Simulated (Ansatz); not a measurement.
Molecule: sum formula BN$_{3}$H$_{7}$ (charge +1, singlet). It need not be the lowest isomer of its formula. 
Coordinates optimised at B3LYP-D3(BJ)/def2-TZVP (Ansatz, an electronic-structure program):
```
B
N 1 1.3884
H 2 1.0060 1 125.79
H 2 1.0081 3 112.20 1 -179.61
N 1 1.3894 2 129.44 3 -179.70
H 5 1.0062 1 125.61 2 179.80
H 5 1.0079 6 112.26 1 179.56
N 1 1.5820 2 115.68 3 -0.18
H 8 1.0207 1 112.85 2 10.09
H 8 1.0225 9 106.98 1 -122.85
H 8 1.0230 9 107.13 10 -114.48
```
Charge +1, spin multiplicity 1.

Parts of the frozen-core correlation energy in cc-pVDZ (Ansatz, hartree). Frozen orbitals: 4; correlated occupied orbitals by spin: 12 and 12; virtual: 75 and 75. No spin-orbit coupling. Non-relativistic.

```
term                            value
-------------------------  ----------
reference (HF)             -192.03406
MP2 opposite-spin                   ?
MP2 same-spin                       ?
CCSD correlation             -0.63620
(T)                                 ?
T1 diagnostic                   0.011
largest doubles amplitude       0.035
```

Task: What belongs in the gaps?

Result: 
- MP2 opposite-spin, value: -0.44962
- MP2 same-spin, value: -0.14670
- (T), value: -0.01637
